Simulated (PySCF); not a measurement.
A structure optimised at B3LYP-D3(BJ)/def2-SVP, used in a PySCF frequency run:

```xyz
14

Si     0.1362    -0.9601     0.5234
F      0.0783    -0.1106     1.9092
N     -1.2353    -0.3937    -0.3460
Si    -2.3863     0.8272     0.1786
O      1.5448    -0.6330    -0.2630
Si     2.1199     0.5478    -1.2979
H      0.1370    -2.3975     0.8490
H     -1.4184    -0.8052    -1.2581
H     -3.3834     0.9631    -0.9213
H     -1.7295     2.1441     0.4096
H     -3.0882     0.4300     1.4314
H      1.7488     1.9035    -0.8041
H      3.5987     0.4190    -1.3615
H      1.5433     0.3491    -2.6586
```

Question: Write its SMILES and formula.

Answer: F[SiH](N[SiH3])O[SiH3], FH8NOSi3

Question: What are its rotational constants (standard atomic weights)?

Answer: 2.7060, 1.0691, 0.89461 GHz
